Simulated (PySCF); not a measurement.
# Assigning NMR signals

Geometry (Å), atoms numbered from 1 in this order:
```xyz
13

C    -2.491   -0.025    0.139
C    -1.277   -0.147    0.657
C    -0.037    0.022   -0.113
N     0.131    0.289   -1.333
O     1.052   -0.162    0.695
C     2.287   -0.052    0.130
F     3.096   -0.959    0.699
F     2.826    1.154    0.405
H    -2.653    0.213   -0.901
H    -3.376   -0.161    0.736
H    -1.123   -0.384    1.699
H    -0.721    0.404   -1.868
H     2.280   -0.191   -0.963
```

[PySCF 2.14.0 with density-fitted response routines: NMR shieldings at PBE0/pcSseg-1/GIAO; structure optimised with GFN2-xTB; single conformer; non-relativistic Hamiltonian; averaged over atoms made equivalent by symmetry, fast rotation or ring inversion; no solvent model]

Referencing at the same level of theory: ¹³C (186.93 ppm), ¹H (31.72 ppm) vs TMS.

(1) Assign these signals to the numbered atoms. ¹³C{¹H} NMR (computed): δ 168.9, 135.6, 133.5, 119.5.

(2) Assign these signals to the numbered atoms. ¹H NMR (600 MHz, computed): δ 9.20 (br s, 1H), 8.12 (m, 1H), 6.30 (m, 1H), 6.28 (m, 1H), 6.16 (m, 1H).

Answers

(1) 
| δ (ppm) | atoms | environment | reason |
| --- | --- | --- | --- |
| 168.9 | C3 | carbon bonded to C, N, O | – |
| 135.6 | C2 | carbon bonded to 2 C, H | – |
| 133.5 | C1 | carbon bonded to C, 2 H | – |
| 119.5 | C6 | carbon bonded to 2 F, O, H | – |

(2) 
9.20 → H12, hydrogen on a nitrogen bonded to C
8.12 → H13, hydrogen on a carbon bonded to 2 F, O
6.30 → H11, hydrogen on a carbon bonded to 2 C
6.28 → H9, hydrogen on a carbon bonded to C
6.16 → H10, hydrogen on a carbon bonded to C

H11 and H9 lie closer than the usual error of such a calculation, so a measured spectrum could show them in the other order.

OH and NH positions are those of a molecule without intermolecular hydrogen bonds; in solution they move with solvent, concentration and temperature, and exchange usually removes their couplings. Splittings by ¹⁹F in the carbon and heteronuclear signals aren't shown, as no couplings were computed. Shifts are as computed. Against solution values, carbons near 30 ppm lie about +3 ppm off and those near 130 ppm about +5 ppm. Of 1211 compounds with measured shifts, 218 miss one by over three times the rms of a fit or turn the order of signals round; such compounds aren't used in these exercises. Multiplicities follow the n + 1 count of equivalent neighbours, as no J values were calculated; m marks all less simple cases, F and P coupling included.
